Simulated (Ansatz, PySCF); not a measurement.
Process, species as SMILES: O[Si](O)(O)N[Si](O)(O)O + 8 [H][H] (H2) -> N (NH3) + 6 O (H2O) + 2 [SiH4] (SiH4)
Each molecule is optimised on its own at B3LYP-D3(BJ)/def2-TZVP (Ansatz, a first-principles code), one conformer each, not searched for the lowest.

Property: energy of full hydrogenation (0 K, with B3LYP-D3(BJ) harmonic zero-point energies from PySCF), in kcal/mol. Valence correlation only, unless marked. Spin-orbit coupling is left out. No relativistic terms. CBS marks a two-point X^-3 extrapolation of the correlation energy; Hartree-Fock from the larger set. The bracket is a focal-point correction in the basis named.

```
level                                                                 program  energy of full hydrogenation (kcal/mol)
-------------------------------------------------------------  --------------  ---------------------------------------
PBE/def2-TZVPD                                                         Ansatz                                    153.5
BLYP-D3(BJ)/def2-TZVPD                                         Ansatz + dftd3                                    169.1
BLYP-D4/def2-TZVPD                                             Ansatz + dftd4                                    173.3
revPBE/def2-TZVPD                                                      Ansatz                                    144.6
r2SCAN/def2-TZVPD                                                      Ansatz                                    182.1
PBE0-D3(BJ)/def2-TZVP                                          Ansatz + dftd3                                      [?]
PBE0/def2-TZVPD                                                        Ansatz                                    157.2
r2SCANh-D4/def2-TZVPD                                          Ansatz + dftd4                                    183.2
r2SCAN0/def2-TZVPD                                                     Ansatz                                    178.8
LC-wPBE-D3(BJ)/def2-TZVPD                                      Ansatz + dftd3                                    169.8
wB97X-V/def2-TZVPD                                                     Ansatz                                      [?]
RPA@PBE/cc-pV(T+d)Z                                                    Ansatz                                    174.8
CCSD/6-31G                                                             Ansatz                                    152.6
CCSD/6-31G*                                                            Ansatz                                    204.3
CCSD/cc-pV(D+d)Z                                                       Ansatz                                      [?]
RI-MP2/CBS(cc-pV(T+d)Z,cc-pV(Q+d)Z)+[CCSD(T)-MP2]/cc-pV(T+d)Z          Ansatz                                    178.2
```

**Question.** What belongs in the gaps?

**Answer.** 
- PBE0-D3(BJ)/def2-TZVP, energy of full hydrogenation (kcal/mol): 173.6
- wB97X-V/def2-TZVPD, energy of full hydrogenation (kcal/mol): 171.7
- CCSD/cc-pV(D+d)Z, energy of full hydrogenation (kcal/mol): 148.9
